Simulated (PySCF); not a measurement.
A GIAO shielding run with PySCF 2.14.0 with density-fitted response routines (density fitting, non-relativistic, gas phase) on `CC(C)(C)c1pccs1`, C$_{7}$H$_{11}$PS:

```
{"job": {"kind": "nmr", "xc": "PBE0", "basis": "pcSseg-1"}, "charge": 0, "multiplicity": 1}
C     -1.417494     1.053711    -0.971053
C     -0.826412    -0.050415    -0.094315
C     -1.461127     0.011487     1.300514
C     -1.115948    -1.415154    -0.732148
C      0.662828     0.136166     0.022710
P      1.570239     1.382362    -0.728002
C      3.107819     0.809201    -0.072871
C      3.080975    -0.289771     0.711463
S      1.548149    -1.004851     0.981405
H     -2.493337     0.923571    -1.063793
H     -1.221377     2.031602    -0.535397
H     -0.976127     1.026994    -1.965661
H     -2.538575    -0.116983     1.228196
H     -1.060506    -0.772921     1.939026
H     -1.257095     0.973781     1.765573
H     -0.650322    -1.477743    -1.713673
H     -2.188125    -1.554612    -0.848260
H     -0.726530    -2.219737    -0.111833
H      4.030143     1.322168    -0.296340
H      3.927674    -0.758178     1.181423
```

Hardware: 1 thread of an Arm Neoverse V2, shared host. The job also computes population analyses, field gradients, ring-centre shieldings.

Q: How large is the calculation?

A: 84 electrons, 222 basis functions and 1193 auxiliary functions.

Q: How long does it take?

A: 37 s of wall time, with 14 SCF cycles and 5 response iterations. Times on a shared host scatter by some tens of per cent.
